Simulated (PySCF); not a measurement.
CH$_{5}$BO$_{3}$ (SMILES COB(O)O), singlet, at a GFN2-xTB geometry; CISD/cc-pVDZ run with PySCF.

Input for PySCF:
```python
from pyscf import gto, scf, ci

mol = gto.Mole()
mol.atom = '''
    B     0.01418998    0.02814444    0.50381150
    O    -0.21440423   -0.55518038    1.71404321
    H    -0.00020355   -0.03296419    2.48579483
    O     0.52346110    1.29534987    0.35617885
    H     0.71294341    1.77494457    1.16047888
    O    -0.29856168   -0.71619977   -0.57514783
    C    -0.11128416   -0.26471109   -1.89907019
    H     0.74936553   -0.78025390   -2.33212961
    H    -1.00790193   -0.51803087   -2.46717458
    H     0.05859022    0.81209099   -1.93219955
'''
mol.basis = 'cc-pvdz'
mol.verbose = 4
mol.max_memory = 1800
mol.build()

mf = scf.RHF(mol)
mf.kernel()

myci = ci.CISD(mf, frozen=5)
myci.kernel()
print('E(CISD) = %.10f' % myci.e_tot)
```

The log (banner, timings and long lists left out):

```
PySCF version 2.14.0

[INPUT] verbose = 4
[INPUT] num. atoms = 10
[INPUT] num. electrons = 40
[INPUT] charge = 0
[INPUT] spin (= nelec alpha-beta = 2S) = 0
[INPUT] symmetry False subgroup None
[INPUT] Mole.unit = angstrom
[INPUT] Symbol           X                Y                Z      unit          X                Y                Z       unit  Magmom
[INPUT]  1 B      0.014189980000   0.028144440000   0.503811500000 AA    0.026815175913   0.053185283529   0.952065753406 Bohr   0.0
[INPUT]  2 O     -0.214404230000  -0.555180380000   1.714043210000 AA   -0.405165274648  -1.049138867932   3.239072232570 Bohr   0.0
[INPUT]  3 H     -0.000203550000  -0.032964190000   2.485794830000 AA   -0.000384653753  -0.062293291018   4.697471430560 Bohr   0.0
[INPUT]  4 O      0.523461100000   1.295349870000   0.356178850000 AA    0.989198115864   2.447856489791   0.673080477863 Bohr   0.0
[INPUT]  5 H      0.712943410000   1.774944570000   1.160478880000 AA    1.347267787214   3.354159123584   2.192987256542 Bohr   0.0
[INPUT]  6 O     -0.298561680000  -0.716199770000  -0.575147830000 AA   -0.564199806490  -1.353421415776  -1.086871879838 Bohr   0.0
[INPUT]  7 C     -0.111284160000  -0.264711090000  -1.899070190000 AA   -0.210296584402  -0.500231462235  -3.588722550426 Bohr   0.0
[INPUT]  8 H      0.749365530000  -0.780253900000  -2.332129610000 AA    1.416095618890  -1.474466178624  -4.407086249889 Bohr   0.0
[INPUT]  9 H     -1.007901930000  -0.518030870000  -2.467174580000 AA   -1.904658608121  -0.978936468370  -4.662284257689 Bohr   0.0
[INPUT] 10 H      0.058590220000   0.812090990000  -1.932199550000 AA    0.110719469378   1.534629559327  -3.651327967508 Bohr   0.0

nuclear repulsion = 176.155644995162
number of shells = 40
number of NR pGTOs = 165
number of NR cGTOs = 95
basis = cc-pvdz
ecp = {}

******** <class 'pyscf.scf.hf.RHF'> ********
method = RHF
initial guess = minao
damping factor = 0
level_shift factor = 0
DIIS = <class 'pyscf.scf.diis.CDIIS'>
diis_start_cycle = 1
diis_space = 8
diis_damp = 0
SCF conv_tol = 1e-09
SCF conv_tol_grad = None
SCF max_cycles = 50
direct_scf = True
direct_scf_tol = 1e-13
Set gradient conv threshold to 3.16228e-05
Initial guess from minao.
init E= -291.007135745527
  HOMO = -0.37432898121677  LUMO = 0.0737597640231731  gap/eV = 12.19312
cycle= 1 E= -290.103892239958  delta_E= 0.903  |g|= 0.748  |ddm|= 2.71
  HOMO = -0.399216307521025  LUMO = 0.147426459814049  gap/eV = 14.87491
cycle= 2 E= -290.198462361713  delta_E= -0.0946  |g|= 0.371  |ddm|= 0.658
  HOMO = -0.451119658968419  LUMO = 0.151550354853739  gap/eV = 16.39949
cycle= 3 E= -290.223116788935  delta_E= -0.0247  |g|= 0.055  |ddm|= 0.22
  HOMO = -0.441939676153169  LUMO = 0.159104312464263  gap/eV = 16.35524
cycle= 4 E= -290.223953966445  delta_E= -0.000837  |g|= 0.0114  |ddm|= 0.0522
  HOMO = -0.444880867432916  LUMO = 0.158692134156816  gap/eV = 16.42406
cycle= 5 E= -290.223990171707  delta_E= -3.62e-05  |g|= 0.00371  |ddm|= 0.0124
  HOMO = -0.444279363722684  LUMO = 0.15844764053181  gap/eV = 16.40104
cycle= 6 E= -290.223993551388  delta_E= -3.38e-06  |g|= 0.00103  |ddm|= 0.00324
  HOMO = -0.444375158743181  LUMO = 0.158493568370642  gap/eV = 16.40489
cycle= 7 E= -290.223993930095  delta_E= -3.79e-07  |g|= 0.000232  |ddm|= 0.0014
  HOMO = -0.444415999315355  LUMO = 0.158502295693657  gap/eV = 16.40624
cycle= 8 E= -290.223993951143  delta_E= -2.1e-08  |g|= 6.93e-05  |ddm|= 0.000322
  HOMO = -0.444412989505557  LUMO = 0.158503622440298  gap/eV = 16.40620
cycle= 9 E= -290.22399395335  delta_E= -2.21e-09  |g|= 1.21e-05  |ddm|= 0.000112
  HOMO = -0.444412354009843  LUMO = 0.158503521443627  gap/eV = 16.40618
cycle= 10 E= -290.223993953426  delta_E= -7.61e-11  |g|= 3.77e-06  |ddm|= 1.93e-05
  HOMO = -0.444412677589757  LUMO = 0.158503466820575  gap/eV = 16.40618
Extra cycle  E= -290.223993953433  delta_E= -6.48e-12  |g|= 1.7e-06  |ddm|= 4.35e-06
converged SCF energy = -290.223993953433

******** <class 'pyscf.ci.cisd.RCISD'> ********
CISD nocc = 15, nmo = 90
frozen orbitals 5
max_cycle = 50
direct = 0
conv_tol = 1e-09
max_cycle = 50
max_space = 12
lindep = 0
nroots = 1
Init t2, MP2 energy = -0.777430500983173
RCISD converged
E(RCISD) = -290.9113672349194  E_corr = -0.6873732814867015
E(CISD) = -290.9113672349
```
